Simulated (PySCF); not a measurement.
SCF from a fresh guess for singlet SnOF2, at the PBE0 minimum. PySCF input:

```python
from pyscf import gto, scf, dft
mol = gto.M(atom='''
Sn    -0.000000     0.000000     0.106420
O      0.000000    -0.000000     1.916810
F     -1.422450    -0.000000    -1.142700
F      1.422450    -0.000000    -1.142700''',
    basis={'Sn': 'def2-TZVP', 'O': 'def2-TZVP', 'F': 'def2-TZVP'},
    ecp={'Sn': 'def2-TZVP'},
    charge=0, spin=0)
mf = dft.RKS(mol, xc='PBE0')
mf.grids.atom_grid = (50, 194)
aux = {'Sn': 'def2-universal-JKFIT', 'O': 'def2-universal-JKFIT', 'F': 'def2-universal-JKFIT'}
mf = mf.density_fit(auxbasis=aux)
mf.conv_tol = 1e-08
mf.diis_space = 10
mf.max_cycle = 60
mf.init_guess = 'minao'
mf.verbose = 4
mf.kernel()
```

Excerpt of the output (cycles and frontier levels):

```
init E= -452.227086678955
  HOMO = -0.780474094061456  LUMO = -0.68264079283329  gap/eV = 2.66218
cycle= 1 E= -488.322862071643  delta_E= -36.1  |g|=  2.2  |ddm|= 31.7
  HOMO = -0.226854896310682  LUMO = 0.00232422653940739  gap/eV = 6.23628
cycle= 2 E= -488.435212569026  delta_E= -0.112  |g|= 2.27  |ddm|= 5.69
  HOMO = -0.274644253673927  LUMO = -0.110064400132938  gap/eV = 4.47845
cycle= 3 E= -489.031594432217  delta_E= -0.596  |g|= 0.462  |ddm|= 2.23
  HOMO = -0.367664884348903  LUMO = -0.143611945877396  gap/eV = 6.09679
cycle= 4 E= -489.042969072377  delta_E= -0.0114  |g|= 0.382  |ddm|= 0.629
  HOMO = -0.326111406485166  LUMO = -0.1401296743594  gap/eV = 5.06082
cycle= 5 E= -489.069764787301  delta_E= -0.0268  |g|= 0.133  |ddm|= 0.336
  HOMO = -0.332505444903979  LUMO = -0.139666154209291  gap/eV = 5.24742
cycle= 6 E= -489.072502229735  delta_E= -0.00274  |g|= 0.0114  |ddm|= 0.0728
  HOMO = -0.330737130736543  LUMO = -0.138652739790096  gap/eV = 5.22688
cycle= 7 E= -489.07252855505  delta_E= -2.63e-05  |g|= 0.00219  |ddm|= 0.00985
  HOMO = -0.331020871723416  LUMO = -0.138767570832062  gap/eV = 5.23148
cycle= 8 E= -489.07252940529  delta_E= -8.5e-07  |g|= 0.000502  |ddm|= 0.00135
  HOMO = -0.331088931282919  LUMO = -0.138778113798619  gap/eV = 5.23304
cycle= 9 E= -489.072529463397  delta_E= -5.81e-08  |g|= 8.59e-05  |ddm|= 0.000624
  HOMO = -0.331088303943769  LUMO = -0.138779798657971  gap/eV = 5.23298
cycle= 10 E= -489.072529464829  delta_E= -1.43e-09  |g|= 2.61e-05  |ddm|= 5.83e-05
  HOMO = -0.331077767967831  LUMO = -0.138778980263393  gap/eV = 5.23272
Extra cycle  E= -489.07252946373  delta_E= 1.1e-09  |g|= 7.88e-05  |ddm|= 7.41e-05
converged SCF energy = -489.07252946373
```

No lower solution of this spin was found by a stability analysis within the restricted form, which does not test spin polarisation.

The search for the lowest solution, with the stability check, took 8.8 s on 4 threads of a shared Arm Neoverse V1 host, with 143 basis functions; the process peaked at 0.44 GiB.
